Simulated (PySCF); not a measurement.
Harmonic spectrum computed at PBE0 in the def2-TZVPD basis family (core potentials from Rb on, PySCF, no spin–orbit coupling):

```
symmetry  ω (cm⁻¹)  IR (km/mol, summed over degenerate members)
      πu       238                                          229
     σg+       371                                          0.0
     σu+       861                                          210
```

Question: Which molecule gave it? In each, all ligands are bound to the one heavy central atom.
A. KF₂⁻ (singlet)
B. LiF₂⁻ (singlet)
C. AgF₂⁻ (singlet)
D. NaF₂⁻ (singlet)

Answer: B. It has D∞h symmetry with Li–F 1.688 Å (×2).
